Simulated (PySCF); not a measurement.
Species: 2,3-dihydrothiophene 1,1-dioxide, C4H6O2S.
SMILES with atom numbers: `[O:1]=[S:2]1(=[O:3])[CH:4]=[CH:5][CH2:6][CH2:7]1` (hydrogens: H8 on C4; H9 on C5; H10, H11 on C6; H12, H13 on C7)

The same species was optimised twice, with GFN2-xTB and with PBE0-D3(BJ)/def2-SVP (PySCF), and the same property calculations (PySCF, gas phase) were run on both structures.

| coordinate | GFN2-xTB | PBE0-D3(BJ)/def2-SVP | change |
| --- | --- | --- | --- |
| O1=S2 (Å) | 1.437 | 1.459 | +0.022 |
| S2=O3 (Å) | 1.436 | 1.457 | +0.021 |
| S2–C4 (Å) | 1.793 | 1.776 | -0.017 |
| C4=C5 (Å) | 1.315 | 1.331 | +0.016 |
| S2–C7 (Å) | 1.832 | 1.816 | -0.016 |
| C6–C7 (Å) | 1.518 | 1.524 | +0.006 |
| C5–C6 (Å) | 1.504 | 1.507 | +0.003 |
| O1–S2–O3 (°) | 117.4 | 120.2 | +2.8 |
| S2–C4–C5 (°) | 109.7 | 111.3 | +1.6 |
| C5–C6–C7 (°) | 109.3 | 107.7 | -1.6 |
| S2–C7–C6 (°) | 104.5 | 106.0 | +1.5 |
| C4–C5–C6 (°) | 118.2 | 116.8 | -1.4 |
| C4–S2–C7 (°) | 94.3 | 93.1 | -1.2 |
| O1–S2–C7 (°) | 110.7 | 109.6 | -1.1 |
| O3–S2–C4 (°) | 112.0 | 111.1 | -0.9 |

Rotational constants: A = 4067, B = 2127, C = 1955 MHz (GFN2-xTB) against A = 4023, B = 2099, C = 1964 MHz (PBE0-D3(BJ)/def2-SVP). Point groups within 0.08 Å: C1 and C1.

On the GFN2-xTB structure: lowest singlet, TDDFT (eV) 6.44 [CAM-B3LYP/def2-SVPD]; lowest triplet, Tamm–Dancoff (eV) 4.46 [CAM-B3LYP/def2-SVPD]; isotropic polarisability (au) 68.5 [CAM-B3LYP/def2-SVPD]; HOMO (eV) -9.56 [CAM-B3LYP/def2-SVPD]; LUMO (eV) 0.22 [CAM-B3LYP/def2-SVPD]; dipole (D) 5.81 [CAM-B3LYP/def2-SVPD]; HOMO (eV) -8.08 [PBE0/pcSseg-1]; LUMO (eV) -0.83 [PBE0/pcSseg-1]; dipole (D) 5.44 [PBE0/pcSseg-1]; GIAO shielding of O1/O3 (mean) (ppm) 88.0 [PBE0/pcSseg-1]; GIAO shielding of S2 (ppm) 153.0 [PBE0/pcSseg-1]; GIAO shielding of C4 (ppm) 42.4 [PBE0/pcSseg-1]; GIAO shielding of C5 (ppm) 44.5 [PBE0/pcSseg-1]; GIAO shielding of C6 (ppm) 157.7 [PBE0/pcSseg-1]; GIAO shielding of C7 (ppm) 132.8 [PBE0/pcSseg-1].

What do these properties become on the PBE0-D3(BJ)/def2-SVP structure?

| property | level | on GFN2-xTB | on PBE0-D3(BJ)/def2-SVP | change |
| --- | --- | --- | --- | --- |
| lowest singlet, TDDFT (eV) | CAM-B3LYP/def2-SVPD | 6.44 | 6.30 | -0.14 |
| lowest triplet, Tamm–Dancoff (eV) | CAM-B3LYP/def2-SVPD | 4.46 | 4.26 | -0.20 |
| isotropic polarisability (au) | CAM-B3LYP/def2-SVPD | 68.5 | 69.7 | +1.2 |
| HOMO (eV) | CAM-B3LYP/def2-SVPD | -9.56 | -9.54 | +0.02 |
| LUMO (eV) | CAM-B3LYP/def2-SVPD | 0.22 | 0.07 | -0.15 |
| dipole (D) | CAM-B3LYP/def2-SVPD | 5.81 | 5.77 | -0.04 |
| energy, GFN2-xTB geometry as zero (kcal/mol) | CAM-B3LYP/def2-SVPD | 0.0 | -2.2 | -2.2 |
| HOMO (eV) | PBE0/pcSseg-1 | -8.08 | -8.07 | +0.01 |
| LUMO (eV) | PBE0/pcSseg-1 | -0.83 | -0.98 | -0.15 |
| dipole (D) | PBE0/pcSseg-1 | 5.44 | 5.40 | -0.04 |
| energy, GFN2-xTB geometry as zero (kcal/mol) | PBE0/pcSseg-1 | 0.0 | -2.2 | -2.2 |
| GIAO shielding of O1/O3 (mean) (ppm) | PBE0/pcSseg-1 | 88.0 | 85.1 | -2.9 |
| GIAO shielding of S2 (ppm) | PBE0/pcSseg-1 | 153.0 | 151.2 | -1.8 |
| GIAO shielding of C4 (ppm) | PBE0/pcSseg-1 | 42.4 | 39.6 | -2.8 |
| GIAO shielding of C5 (ppm) | PBE0/pcSseg-1 | 44.5 | 42.3 | -2.2 |
| GIAO shielding of C6 (ppm) | PBE0/pcSseg-1 | 157.7 | 155.7 | -2.0 |
| GIAO shielding of C7 (ppm) | PBE0/pcSseg-1 | 132.8 | 130.1 | -2.7 |

The heavy atoms differ by 0.030 Å rms after alignment. Among bonds between heavy atoms O1=S2 and S2=O3 change most and about equally (+0.021 to +0.022 Å). Changes are differences of the printed values. Neither structure is proved a minimum here.
